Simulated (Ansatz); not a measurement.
`C[NH][Al]([F])[F]` and `C[NH][In]([F])[F]` differ in one element.

Ansatz, PBE0-D4/def2-TZVP geometries, multiplicity 1. Each molecule was computed in one conformer, which needn't be the lowest.

Elements past krypton have def2 core potentials.

```json
{"property": "LUMO energy (PBE0/def2-TZVPP) / eV", "`C[NH][Al]([F])[F]`": "-0.60"}
{"property": "HOMO–LUMO gap (B3LYP/def2-TZVPP) / eV", "`C[NH][Al]([F])[F]`": "6.10"}
{"property": "HOMO energy (ωB97M-V/def2-TZVPP) / eV", "`C[NH][Al]([F])[F]`": "-9.61"}
{"property": "HOMO–LUMO gap (PBE/def2-TZVPP) / eV", "`C[NH][Al]([F])[F]`": "4.42"}
{"property": "LUMO energy (B3LYP/def2-TZVPP) / eV", "`C[NH][Al]([F])[F]`": "-0.94"}
{"property": "HOMO energy (PBE0/def2-TZVPP) / eV", "`C[NH][Al]([F])[F]`": "-7.27"}
```

Question: What does the change do to each property? (Estimate.)

Answer: The calculation gave: 
```tsv
property	`C[NH][In]([F])[F]`	shift
LUMO energy (PBE0/def2-TZVPP) / eV	-2.18	-1.58
HOMO–LUMO gap (B3LYP/def2-TZVPP) / eV	4.70	-1.40
HOMO energy (ωB97M-V/def2-TZVPP) / eV	-9.75	-0.14
HOMO–LUMO gap (PBE/def2-TZVPP) / eV	3.00	-1.42
LUMO energy (B3LYP/def2-TZVPP) / eV	-2.54	-1.60
HOMO energy (PBE0/def2-TZVPP) / eV	-7.44	-0.17
```

With PBE0 the HOMO falls by 0.17 eV and the LUMO falls by 1.58 eV, so the gap narrows by about 1.41 eV. PBE moves the HOMO by -0.20 eV and ωB97M-V by -0.14 eV.

B3LYP here is the variant with VWN-RPA as its local correlation; programs differ in this.
